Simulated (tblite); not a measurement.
C₅H₈NO (doublet state).
SMILES with atom numbers: `[CH3:1][CH:2][C@H:3]([C:4]#[N:5])[O:6][CH3:7]` (hydrogens: H8, H9, H10 on C1; H11 on C2; H12 on C3; H13, H14, H15 on C7)

Structure used (GFN2-xTB), in Å, numbered top down from 1:
```xyz
15
C5H8NO angstrom
C     -2.3106   -0.5015   -0.5916
C     -0.8695   -0.4019   -0.8835
C      0.1220   -0.0030    0.1443
C      0.0759    1.4610    0.0859
N     -0.0283    2.5970   -0.0211
O      1.4002   -0.5166   -0.1615
C      2.3984   -0.1428    0.7569
H     -2.8373    0.4236   -0.8573
H     -2.4925   -0.6940    0.4646
H     -2.7610   -1.2964   -1.1867
H     -0.5210   -0.4448   -1.9000
H     -0.1932   -0.3055    1.1621
H      3.3189   -0.6032    0.4044
H      2.5254    0.9454    0.7957
H      2.1681   -0.5093    1.7657
```

All values are computed: GFN2-xTB (tblite) harmonic vibrations without scaling, gas phase. Errors from tens to a few hundred cm⁻¹ against measured bands are possible. One conformer, not necessarily the lowest. Open shells enter through the occupations alone, without spin polarisation, and single modes of such species can be off by tens of per cent.

Harmonic wavenumbers (cm⁻¹): 60.1, 69.5, 87.1, 141.2, 177.6, 192.3, 238.1, 383.4, 389.2, 485.1, 506.4, 587.6, 883.7, 947.6, 983.9, 998.8, 1090.2, 1102.5, 1135.1, 1157.9, 1175.1, 1188.7, 1247.1, 1341.3, 1392.0, 1406.7, 1452.7, 1467.7, 1471.5, 1486.6, 2359.6, 2766.7, 2891.3, 2902.2, 2930.6, 2994.7, 3019.4, 3035.1, 3133.3.

A = 3632, B = 2043, C = 1410 MHz; mass 98.061 u (most abundant isotopes); point group C1, symmetry number 1; spin multiplicity 2.

Zero-point energy?

½Σν̃ = 25640 cm⁻¹ = 73.31 kcal/mol.

Give the ideal-gas entropy at 298.15 K and 1 bar in the rigid-rotor, harmonic-oscillator model (classical rotation).

Translation 39.69, rotation 27.82, vibration 26.27, spin (R ln 2) 1.38: S = 95.2 cal/(mol K).

And Cp and H(298.15 K) − H(0)?

Cp = 31.92 cal/(mol K), of which vibrations give 23.97 (their classical limit is 39 R = 77.5); H(298.15 K) − H(0) = 6.35 kcal/mol without the zero-point energy, 3.98 from vibrations.

Blend soft modes into free rotors: weight 1/[1 + (100 cm⁻¹/ν̃)⁴] for the oscillator and the rest for a rotor with moment μB/(μ + B), μ = h/(8π²ν), B = 10⁻⁴⁴ kg m². What vibrational entropy results?

24.02 cal/(mol K) in place of 26.27, which changes −T·S at 298.15 K by +0.67 kcal/mol.

What must be added to the electronic energy to get the Gibbs energy at 298.15 K and 1 bar?

ZPE + [H(298.15 K) − H(0)] − T·S = 73.31 + 6.35 − 28.37 = 51.29 kcal/mol.

Which modes carry the vibrational entropy at 298.15 K?

60.1 cm⁻¹: 4.45; 69.5 cm⁻¹: 4.17; 87.1 cm⁻¹: 3.72; 141.2 cm⁻¹: 2.79; 177.6 cm⁻¹: 2.35; 192.3 cm⁻¹: 2.21 cal/(mol K); the other 33 give 6.58 together.

How do the functions run with temperature in this model?

```tsv
T (K)	S (cal/(mol K))	Cp (cal/(mol K))	H − H(0) (kcal/mol)	G − H(0) (kcal/mol)	ln q(vib)
150	76.9	22.3	2.34	-9.20	2.96
250	89.8	28.7	4.89	-17.57	5.41
400	105.5	38.8	9.95	-32.25	8.74
600	123.5	50.0	18.88	-55.19	12.83
900	146.1	61.4	35.73	-95.74	18.45
```

q(vib) and H(0) count from the zero-point level.

Hindered rotation and anharmonicity are outside this model. Other conformers, if any are populated, would add a mixing term that is left out. The structure is chiral; the term R ln 2 for an equal mix with its mirror image is left out.
